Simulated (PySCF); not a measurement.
Geometry:
```csv
atom,x (Å),y (Å),z (Å)
N1,-4.360,-1.934,0.739
C2,-3.366,-1.355,0.597
C3,-2.134,-0.645,0.425
C4,-2.147,0.744,0.235
C5,-0.945,1.433,0.070
C6,0.266,0.749,0.094
C7,0.275,-0.654,0.285
C8,-0.919,-1.349,0.450
C9,1.613,-1.275,0.293
C10,2.679,-0.465,0.122
Si11,2.063,1.291,-0.080
H12,-3.101,1.274,0.218
H13,-0.971,2.516,-0.077
H14,-0.922,-2.431,0.599
H15,1.694,-2.358,0.436
H16,3.700,-0.853,0.117
H17,2.505,2.230,0.995
H18,2.372,1.909,-1.405
```

How the numbers were obtained: geometry from PBE0-D3(BJ)/def2-SVP, KT2/pcSseg-2 with gauge-including orbitals, in PySCF 2.14.0 with density-fitted response routines (non-relativistic Hamiltonian, gas phase, fast rotation and ring inversion assumed for equivalent nuclei, a single conformation).

Chemical shifts δ = σref − σ; $^{13}$C (σ = 182.28 ppm), $^{1}$H (σ = 31.18 ppm), $^{29}$Si (σ = 350.99 ppm) vs TMS; $^{15}$N (σ = 260.12 ppm) against NH3, all at this level.

| atoms | nucleus | count | δ (ppm) |
| --- | --- | --- | --- |
| H13 | $^{1}$H | 1 | 7.65 |
| C4 | $^{13}$C | 1 | ? |
| C3 | $^{13}$C | 1 | 114.5 |
| H12 | $^{1}$H | 1 | 7.39 |
| C5 | $^{13}$C | 1 | 132.4 |
| N1 | $^{15}$N | 1 | 294.1 |
| H17/H18 | $^{1}$H | 2 | 4.97 |
| C7 | $^{13}$C | 1 | 150.8 |
| C9 | $^{13}$C | 1 | 154.1 |
| Si11 | $^{29}$Si | 1 | -43.9 |
| C6 | $^{13}$C | 1 | ? |
| H16 | $^{1}$H | 1 | 6.37 |
| H15 | $^{1}$H | 1 | 7.62 |
| C10 | $^{13}$C | 1 | ? |
| H14 | $^{1}$H | 1 | ? |
| C8 | $^{13}$C | 1 | ? |
| C2 | $^{13}$C | 1 | 117.6 |

Fill in the missing shifts.

Answers


- C6: 136.5 ppm, substituted aromatic carbon
- C4: 130.2 ppm, aromatic CH; the aromatic region
- C10: 127.2 ppm, alkene CH; the olefinic region
- C8: 127.1 ppm, aromatic CH; the aromatic region
- H14: 7.47 ppm, hydrogen on an aromatic CH; ring-current deshielding

Shifts are as computed. Against solution values, carbons near 30 ppm lie about +3 ppm off and those near 130 ppm about -1 ppm. Of 1309 compounds with measured shifts, 239 miss one by over three times the rms of a fit or turn the order of signals round; such compounds aren't used in these exercises. Experimental scales use liquid or dissolved standards, which lie at an offset from isolated NH3 (liquid NH3: subtract about 20 ppm). Unscaled 15N shifts of sp2 nitrogen come out 20 to 40 ppm too high even then.
